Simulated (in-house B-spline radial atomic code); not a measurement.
Orbital energies and mean radii along the 22-electron series, configuration [Ar] 3d4. The effective charge is n√(-2ε), a non-relativistic measure. Computed with a B-spline radial code for spherical atoms: Dirac-Hartree-Fock, average of the configuration, finite nuclei.

```
  ion   Z  energy of 3p1/2 (Eh)  mean radius of 3p1/2 (bohr)  energy of 3s1/2 (Eh)  mean radius of 3s1/2 (bohr)  energy of 3d5/2 (Eh)  mean radius of 3d5/2 (bohr)  energy of 3p3/2 (Eh)  mean radius of 3p3/2 (bohr)  effective charge of 3p1/2
La35+  57               -98.764                      0.25681               -104.31                      0.26841               -86.638                      0.23663                -95.25                      0.26651                     42.163
Ce36+  58                     ?                            ?                     ?                            ?                     ?                            ?                     ?                            ?                          ?
Pr37+  59                     ?                            ?                     ?                            ?                     ?                            ?                     ?                            ?                          ?
Nd38+  60               -114.37                      0.23969               -120.36                      0.25115               -100.46                      0.22134               -109.87                      0.24981                     45.371
Pm39+  61               -119.84                      0.23442                  -126                      0.24583               -105.29                      0.21667               -114.98                      0.24468                     46.446
Sm40+  62               -125.46                      0.22935               -131.77                      0.24069               -110.23                       0.2122                -120.2                      0.23976                     47.522
Eu41+  63               -131.23                      0.22446               -137.69                      0.23574               -115.29                       0.2079               -125.54                      0.23501                     48.602
```

Fill in the row of Ce36+.

energy of 3p1/2 (Eh): -103.83; mean radius of 3p1/2 (bohr): 0.25087; energy of 3s1/2 (Eh): -109.52; mean radius of 3s1/2 (bohr): 0.26243; energy of 3d5/2 (Eh): -91.134; mean radius of 3d5/2 (bohr): 0.2313; energy of 3p3/2 (Eh): -100.01; mean radius of 3p3/2 (bohr): 0.26071; effective charge of 3p1/2: 43.23.

Fill in the row of Pr37+.

energy of 3p1/2 (Eh): -109.03; mean radius of 3p1/2 (bohr): 0.24517; energy of 3s1/2 (Eh): -114.87; mean radius of 3s1/2 (bohr): 0.25668; energy of 3d5/2 (Eh): -95.741; mean radius of 3d5/2 (bohr): 0.22621; energy of 3p3/2 (Eh): -104.88; mean radius of 3p3/2 (bohr): 0.25515; effective charge of 3p1/2: 44.3.

How does the screening of 3p1/2 change?

Z less the effective charge goes from 14.84 at Z = 57 to 14.40 at Z = 63.
